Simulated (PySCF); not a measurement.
Give a PBE0-D3(BJ)/def2-SVP geometry of `P[Si@H]1C[C@@H](Br)C1`.

Z-matrix in Å and degrees, rows numbered from 1:
```
P 
Si  1  2.2574
C   2  1.9038  1  117.77
C   3  1.5320  2   85.47  1   141.84
Br  4  1.9661  3  115.30  2  -151.56
C   4  1.5320  3  102.18  2   -25.87
H   1  1.4300  2   93.66  3  -159.88
H   1  1.4296  2   93.47  3   -65.81
H   2  1.4945  1  108.23  3  -130.79
H   3  1.0975  2  124.21  1   -98.84
H   3  1.1024  2  108.95  1    31.81
H   4  1.0994  3  110.37  2    91.52
H   6  1.0975  2  124.00  1   105.34
H   6  1.1020  2  109.13  1   -25.51
```

P1 (three-coordinate phosphorus) is pyramidal (angles 93.8°, 93.7° and 93.5°, sum 281.0°, 0.86 Å off the plane of its three neighbours). Si2 (SiH silicon) has angles from 77.5° to 123.3°. The 4-membered ring Si2–C3–C4–C6 has internal angles of 77.5° to 102.2°; it is puckered, 0.17 Å rms from its mean plane, widest ring torsion 26°.

Method: PBE0-D3(BJ)/def2-SVP geometry optimisation, gas phase in PySCF 2.14.0.

PBE0-D3(BJ)/def2-SVP frequencies: not computed here. One conformer, not necessarily the lowest (H–P1–Si2–C3 -160° and -66°, P1–Si2–C3–C4 142°, Si2–C3–C4–Br5 -152°, C3–C4–C6–Si2 26°, P1–Si2–C6–C4 -136°).
